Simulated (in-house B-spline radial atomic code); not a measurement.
Computed with a B-spline radial atomic code. Model: two electrons, singlet ground state, non-relativistic, full CI in B-splines with partial waves to l = 8 (at full coupling up to 3e-4 hartree above the limit, correlation up to 0.6 % small), density held at that of full coupling by Lieb maximisation.

W(λ) is the mean repulsion in the state of coupling λ less the Hartree energy of the fixed density. Its start is exact exchange, its initial slope is twice the second-order Görling-Levy correlation energy, and its area from 0 to 1 is E_xc. A straight curve means weak, dynamic correlation, and a curve that drops fast and flattens means strong correlation.

Command:
```bash
python run_ac.py task.json out
```
Settings (lengths in bohr, energies in hartree):
```
potential              harmonic
strength               0.0861
lmax                   8
```

Run time, properties included: 25 s on 1 thread of Intel(R) Xeon(R) Processor @ 2.30GHz, with other jobs on the host.

**W = mean repulsion less Hartree energy, and W of three functionals.**

Given: confinement harmonic well; well frequency 0.0861 hartree; external potential omega^2 r^2/2.

Computed: LDA exchange minus exact 27.341 millihartree; PBE exchange minus exact 8.0323 millihartree.

```tsv
coupling	W xc (hartree)	W xc minus exchange (millihartree)	kinetic minus Kohn-Sham (millihartree)	LDA (PW92) W minus its exchange (millihartree)	PBE W minus its exchange (millihartree)	SCAN W minus its exchange (millihartree)
0	-0.19369	0	0	0	0	0
0.02	-0.19574	-2.05	0.02	-8.17	-3.39	-1.85
0.05	-0.19863	-4.94	0.12	-15.51	-7.57	-4.41
0.12	-0.2046	-10.915	0.62	-27.05	-15.32	-9.7
0.25	-0.21341	-19.722	2.22	-40.93	-25.85	-17.69
0.4	?	?	?	?	?	?
0.6	-0.22813	-34.439	8.2	-61.84	-43.32	-32.24
0.8	-0.2333	-39.614	11.79	-69.26	-49.84	-37.85
1	-0.23721	-43.516	15.29	-75.02	-54.99	-42.27
1.4	?	?	?	?	?	?
2	-0.248	-54.311	30.67	-92.25	-70.73	-55.06
3	-0.25321	-59.517	43.44	-101.44	-79.27	-61.07
4.5	-0.25764	-63.954	59.76	-109.77	-87.1	-65.69
7	-0.26171	-68.019	82.61	-117.83	-94.71	-69.25
10	-0.26447	-70.785	105.77	-123.54	-100.13	-71.24
```

What belongs in the row 0.4?

W xc (hartree): -0.22093; W xc minus exchange (millihartree): -27.242; kinetic minus Kohn-Sham (millihartree): 4.64; LDA (PW92) W minus its exchange (millihartree): -51.7; PBE W minus its exchange (millihartree): -34.66; SCAN W minus its exchange (millihartree): -24.89.

What belongs in the row 1.4?

W xc (hartree): -0.24273; W xc minus exchange (millihartree): -49.045; kinetic minus Kohn-Sham (millihartree): 21.84; LDA (PW92) W minus its exchange (millihartree): -83.57; PBE W minus its exchange (millihartree): -62.75; SCAN W minus its exchange (millihartree): -48.77.

What is the SCAN exchange minus exact?

-0.19577 millihartree.

**Energy parts, natural occupations and partial-wave weights.**

Computed: exchange energy -0.19369 hartree; correlation energy -0.02823 hartree; kinetic part of the DFT correlation energy 0.015286 hartree; initial slope twice GL2 -0.10495 hartree; Hartree energy 0.38738 hartree; Kohn-Sham kinetic 0.092806 hartree; Lieb Oxford ratio E_xc over LDA exchange 1.3341.

```tsv
natural	occupation of the shell (electrons)
s	1.8021
p	0.18795
s	?
d	0.0007307
p	0.00025223
f	8.9466e-05
```

What belongs in the row s?

occupation of the shell (electrons): 0.008802.

```csv
wave,weight
s,0.90545
p,?
d,0.00038137
f,4.9236e-05
g,1.0939e-05
```

What belongs in the row p?

weight: 0.094107.

What is the total energy?

0.4414 hartree.

What is the kinetic part over minus potential part?

0.35128.

Half-way to full coupling W has made 71 % of its drop, against 50 % for a straight line, and second-order (GL2) theory, half the initial slope, overshoots the correlation energy by about 86 %: correlation is strong. Over couplings 0 to 1 the errors in E_xc come to about +3.2 millihartree for LDA, +0.3 millihartree for PBE, +1.6 millihartree for SCAN, so PBE is nearest. In LDA and PBE and SCAN the errors of exchange and correlation have opposite signs, so the sum is smaller than the larger of the two.
